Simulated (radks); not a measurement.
The numbers below are computed, except where a source is named.
Problem. Species: Lu4+. Configuration: [Kr] 4d10 4f13 5s2 5p5 5f1 (not the ground configuration). Level of theory: Dirac Kohn-Sham, PBE, spin-unpolarised, spherical densities, finite nucleus; open shells are shared between the two j in proportion to 2j + 1; Fermi nuclear charge, rms radius 5.37 fm (a radial shooting solver on a logarithmic mesh with Libxc functionals).

Spin-orbit splittings of the eigenvalues, e(l+1/2) - e(l-1/2), with zeta = 2 splitting/(2l+1) and mean radii in bohr:

shell  occ.  splitting (eV)  zeta (eV)  <r> j=l-1/2  <r> j=l+1/2
2p        6            1117      745.0      0.06740      0.07502
3p        6           238.3      158.9       0.2020       0.2162
3d       10           52.04      20.81       0.1898       0.1942
4p        6           54.36      36.24       0.4845       0.5169
4d       10           9.957      3.983       0.5392       0.5505
4f       13           1.625     0.4643       0.6701       0.6802
5p        5               ?          ?        1.239        1.325
5f        1         0.05636    0.01610        3.351        3.366

Estimate the 5p splitting.

Solution. 8.074 eV (zeta = 5.383 eV).
